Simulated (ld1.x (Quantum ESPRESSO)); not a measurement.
**Before and after: TM potential for Al**

- Element: Al
- Generator: ld1.x (Quantum ESPRESSO) 7.5
- Type: norm-conserving Troullier–Martins (Kleinman–Bylander form)
- Functional: PBE
- Relativity: scalar-relativistic
- Frozen core: [He]
- Valence charge: 11
- Reference configuration: 2s2 2p6 3s2 3p1
- Partial waves: 2s (bound): rc 0.65 bohr; 3d channel at 0.3 Ry: rc 0.65 bohr; 2p (bound): rc 0.80 bohr
- Local potential: the p channel
- Core correction: none

Occupied shells without a wave of their own: 3p, 3s. They enter only through the test configuration that unscreens the potential.

Change: core correction a·sin(br)/r model core inside 0.38 bohr (3p, 3s counted twice).

Cutoffs: the cutoffs (Ry, on a coarse ladder) from which the occupation-weighted sum of valence levels, in a spherical-Bessel basis at the reference potential, stays within 10 and 1 mRy of its value at 400 Ry; they do not see the model core or the augmentation charge, which bear on the density cutoff. Errors are all-electron minus pseudo energies relative to the spin-unpolarised reference configuration.

Question: Predict the effect on cutoff, ghosts and configuration errors.

Answer: Of the 7 tests that both files solve, the error grows in 4 and shrinks in 2 by more than 15 % and 0.3 meV (median size 31.7 → 44.8 meV); neither file shows a bound ghost. In the changed file ld1.x takes every shell without a wave as core, so the model core holds the 3p, 3s electrons as well and exchange and correlation see them twice. This cancels in the reference configuration, but the file is broken for other ones, and its errors say nothing about a proper core correction. A model core, the more so a compact one, raises the density cutoff, which this test does not measure.

```csv
quantity,base,changed
"cutoff, loose",over 300 Ry,over 300 Ry
"cutoff, tight",over 300 Ry,over 300 Ry
bound ghosts,none,none
"largest miss of a reference level, eV",0.07,0.07
"error for 2s2 2p6 3s2 3p0, meV [ΔE 5.76 eV]",+78,-83
"error for 2s2 2p6 3s1 3p0, meV [ΔE 24.99 eV]",+223,-469
"error for 2s2 2p6 3s0 3p0, meV [ΔE 53.43 eV]",+426,-1458
"error for 2s2 2p6 3s2 3p1.3, meV [ΔE -0.57 eV]",-12,-23
"error for 2s2 2p6 3s0 3p3, meV [ΔE 10.45 eV]",+21,-45
"error for 2s2 2p6 3s1 3p2, meV [ΔE 5.14 eV]",+13,-3.9
"error for 2s2 2p6 3s2 3p0.5, meV [ΔE 2.09 eV]",+32,-4.1
s: phases at 0.90 bohr within 0.05 rad from the reference energy up to (Ry; the scan ends near 5),to the end of the scan,to the end of the scan
p: phases at 0.90 bohr within 0.05 rad from the reference energy up to (Ry; the scan ends near 5),to the end of the scan,to the end of the scan
d: phases at 0.90 bohr within 0.05 rad from the reference energy up to (Ry; the scan ends near 5),to the end of the scan,to the end of the scan
```

Base: The 3p, 3s levels have no wave, so the channel is fitted at the deeper level alone: the likely source of the large errors.
